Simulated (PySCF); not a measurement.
**ZrCl₄: how level, basis and relativity move the structure**

Each row is its own optimisation.

Each entry is the lowest minimum that a search over a few typed start shapes (and spin states, where more than one is plausible) found, or that minimum re-optimised at the stated level; isomers with ligand–ligand bonds, or fragments after loss of a ligand pair, can lie lower. Open shells are unrestricted; no spin–orbit coupling; PySCF with density fitting.

| level | 2S+1 | point group | mean bond to Zr (Å) | gap (eV) | atomisation (kJ/mol) | lowest ω (cm⁻¹) |
| --- | --- | --- | --- | --- | --- | --- |
| B3LYP/def2-SVP (scalar-relativistic core potentials) | 1 | Td | 2.339 | 6.47 | 1952 | 97 |
| B3LYP/def2-TZVP (scalar-relativistic core potentials) | 1 | Td | 2.336 | 6.44 | 1909 | 99 |
| PBE/def2-TZVP (scalar-relativistic core potentials) | ? | ? | ? | ? | ? | ? |
| PBE0/def2-TZVP (scalar-relativistic core potentials) | 1 | Td | 2.317 | 7.03 | 1972 | 99 |

**Question.** Fill in the row of PBE/def2-TZVP (scalar-relativistic core potentials).

**Answer.** 2S+1: 1; point group: Td; mean bond to Zr (Å): 2.331; gap (eV): 4.81; atomisation (kJ/mol): 2029; lowest ω (cm⁻¹): 98.

Across these levels the mean bond spreads over 0.022 Å and the highest wavenumber over 14 cm⁻¹; all give the same point group.

Levels that gave another bonding pattern or an unsound solution are left out.
